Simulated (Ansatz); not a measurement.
Consider the ligand exchange at the Si–C bond: `[F][Zn][CH2][SiH3]` + `[OH][AlH][CH2]F` → `F[CH2][AlH][O][SiH3]` + `[CH3][Zn][F]`.

Program: Ansatz. Geometries: PBE0-D4/def2-TZVP. ΔE: electronic, gas phase. CCSD(T)/CBS adds triple-zeta CCSD(T) − MP2 to the extrapolated MP2 energy (def2 sets, frozen cores). For Zn outer-core shells are correlated without core-valence functions, which leaves a few kJ/mol of doubt a bond. Scalar relativity is left out up to krypton. One conformer a species, not always the lowest.

```csv
species,MP2/def2-TZVPP energy (Eh)
`[F][Zn][CH2][SiH3]`,-2208.12384
`[OH][AlH][CH2]F`,-457.29865
`F[CH2][AlH][O][SiH3]`,-747.57055
`[CH3][Zn][F]`,-1917.89079
```

**Question.** Work out ΔE.

**Answer.** ΔE = (-747.57055) + (-1917.89079) − (-2208.12384) − (-457.29865) = -0.03885 Eh = -102.0 kJ/mol. CCSD(T)/CBS gives -100.9 kJ/mol.

Largest T1 diagnostic among the species: 0.016.

From PBE to PBE0 (25 % exact exchange), in def2-TZVPP and without D4, ΔE moves by −4.5 kJ/mol. In def2-TZVPP, CCSD(T) changes the Hartree–Fock value by +21.6 kJ/mol (the triples alone add +3.2 kJ/mol) and MP2 by +20.9 kJ/mol.
